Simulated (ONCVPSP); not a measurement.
**u(r) = r·R(r): atom against pseudo-atom (Hf)**

Columns: radius, all-electron u(r) and pseudo u(r) of the 5d shell (level -2.30 eV) of hafnium in the configuration [Kr] 4d10 4f14 5s2 5p6 5d2.5 6s1.5; PBE, scalar-relativistic, ONCV scheme, ONCVPSP 4.0.1.

| r (bohr) | all-electron | pseudo |
| --- | --- | --- |
| 0.148 | 0.1511 | 0.0023 |
| 0.295 | -0.1676 | 0.0171 |
| 0.443 | -0.2539 | 0.0542 |
| 0.590 | -0.1070 | 0.1166 |
| 0.738 | 0.1004 | 0.2024 |
| 0.885 | 0.2851 | 0.3020 |
| 1.033 | 0.4273 | 0.4052 |
| 1.180 | 0.5256 | 0.4990 |
| 1.328 | 0.5886 | 0.5752 |
| 1.475 | 0.6239 | 0.6275 |
| 1.623 | 0.6394 | 0.6558 |
| 1.770 | 0.6406 | 0.6628 |
| 1.918 | 0.6322 | 0.6535 |
| 2.065 | 0.6174 | 0.6341 |
| 2.213 | 0.5984 | 0.6092 |
| 2.360 | 0.5770 | 0.5828 |
| 2.508 | 0.5542 | 0.5566 |
| 2.655 | 0.5308 | 0.5315 |
| 2.802 | 0.5073 | 0.5074 |
| 2.950 | 0.4838 | 0.4838 |
| 3.098 | 0.4607 | 0.4607 |
| 3.245 | 0.4382 | 0.4381 |
| 3.393 | 0.4160 | 0.4160 |
| 3.540 | 0.3947 | 0.3947 |
| 3.688 | 0.3739 | 0.3739 |
| 3.835 | 0.3540 | 0.3540 |

Q: How many radial nodes do the two functions have?

A: The all-electron 5d function has n − l − 1 = 2; the pseudo-wave has 0, since the states of the same l below it are removed with the core.

Q: At about which radius was the pseudo-wave matched?

A: 2.95 bohr. The columns agree to 0.0005 from 2.80 bohr on; several derivatives are matched, so the curves merge somewhat inside the radius.

Q: Is the pseudo-wave norm-conserving?

A: Yes: the ONCV scheme keeps the norm inside the radius equal to the all-electron one, which fixes the energy derivative of the logarithmic derivative at the level.
